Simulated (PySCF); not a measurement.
Mo(O)2(OH)2 (H2MoO4), SMILES [OH][Mo]([OH])(=[O])=[O], multiplicity 1.

Coordinates come from a PBE-D3(BJ)/def2-SVP optimisation. The geometry has at least one imaginary mode, so it is a saddle point at that level. The multiplicity is an assumed one; no other spin state was optimised. The isomer is the one that the SMILES or the coordinates give; other isomers of the formula were not compared. The def2 effective core potentials stand for the cores of Mo; spin–orbit coupling is left out. Other conformers were not sampled.

Two levels are set side by side: PBE/def2-TZVP (PySCF) and M06-2X/def2-TZVP (PySCF). Same geometry, gas phase. Differences are taken from unrounded values.

```csv
quantity,M06-2X
orbital gap (eV),8.92
highest occupied level (eV),-10.73
lowest empty level (eV),-1.81
dipole moment (D),1.30
mean polarisability (bohr³),48.7
```

Question: What does PBE give, and how far is it from M06-2X? (Estimate from the structure and the level; the computed values follow.)

Answer: 
```csv
quantity,PBE,PBE minus M06-2X
orbital gap (eV),4.12,-4.80
highest occupied level (eV),-7.40,3.33
lowest empty level (eV),-3.28,-1.47
dipole moment (D),1.36,0.06
mean polarisability (bohr³),51.1,2.4
```

PBE's occupied levels lie high since its potential decays too fast outside the molecule; exact exchange lowers them and widens the gap. Loosely held outer electrons make PBE densities more polarisable. Differences between two approximate levels are no errors against the true value.

Rough cost on one machine, each run with all the roots and properties that it gave: M06-2X against PBE about 4 times.
